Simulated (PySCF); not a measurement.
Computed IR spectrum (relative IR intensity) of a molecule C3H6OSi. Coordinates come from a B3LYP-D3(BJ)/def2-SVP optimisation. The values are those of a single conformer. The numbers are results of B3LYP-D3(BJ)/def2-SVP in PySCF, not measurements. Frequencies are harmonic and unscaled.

Lines under 2 % of the strongest are left out, and lines within 2 cm⁻¹ are merged.

| ν (cm⁻¹) | relative intensity |
|---|---|
| 483 | 17 |
| 559 | 14 |
| 636 | 24 |
| 700 | 22 |
| 802 | 9.5 |
| 877 | 19 |
| 925 | 100 |
| 936 | 5.6 |
| 952 | 25 |
| 954 | 29 |
| 975 | 9.1 |
| 1053 | 30 |
| 1140 | 3.6 |
| 1170 | 4.6 |
| 1225 | 6.3 |
| 1299 | 5.9 |
| 1619 | 6.0 |
| 2219 | 50 |
| 2230 | 52 |
| 2250 | 42 |
| 3071 | 5.0 |
| 3219 | 2.3 |

Identify the compound among the candidates.
(A) [SiH3][C@@H]1C=CO1
(B) C=C1C[SiH2]O1
(C) C[Si@H]1C=CO1
(D) C1=C[SiH2]CO1

A, [SiH3][C@@H]1C=CO1
